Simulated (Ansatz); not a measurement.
One change: `CSC(O)S` becomes `OC(S)O[SiH3]`.

Ansatz, PBE0-D4/def2-TZVP geometries, multiplicity 1. Each molecule was computed in one conformer, which needn't be the lowest.

```json
{"property": "HOMO energy (PBE/def2-TZVPP) / eV", "`CSC(O)S`": "-5.36"}
{"property": "HOMO–LUMO gap (PBE0/def2-TZVPP) / eV", "`CSC(O)S`": "6.50"}
{"property": "HOMO energy (ωB97M-V/def2-TZVPP) / eV", "`CSC(O)S`": "-8.75"}
{"property": "size of the dipole moment (ωB97M-V/def2-TZVPP) / D", "`CSC(O)S`": "0.99"}
{"property": "size of the dipole moment (B3LYP/def2-TZVPP) / D", "`CSC(O)S`": "0.95"}
{"property": "HOMO–LUMO gap (B3LYP/def2-TZVPP) / eV", "`CSC(O)S`": "6.00"}
```

Question: Give the same properties after the change, and the shifts. (Estimate.)

Answer: Computed: 
```csv
property,`OC(S)O[SiH3]`,shift
HOMO energy (PBE/def2-TZVPP) / eV,-6.19,-0.83
HOMO–LUMO gap (PBE0/def2-TZVPP) / eV,7.54,1.04
HOMO energy (ωB97M-V/def2-TZVPP) / eV,-9.72,-0.97
size of the dipole moment (ωB97M-V/def2-TZVPP) / D,1.22,0.23
size of the dipole moment (B3LYP/def2-TZVPP) / D,1.24,0.29
HOMO–LUMO gap (B3LYP/def2-TZVPP) / eV,7.05,1.05
```

With PBE0 the HOMO falls by 0.89 eV and the LUMO rises by 0.15 eV, so the gap widens by about 1.04 eV. PBE moves the HOMO by -0.83 eV and ωB97M-V by -0.97 eV. Dipoles are sizes alone; their direction can turn.

B3LYP here is the variant with VWN-RPA as its local correlation; programs differ in this.
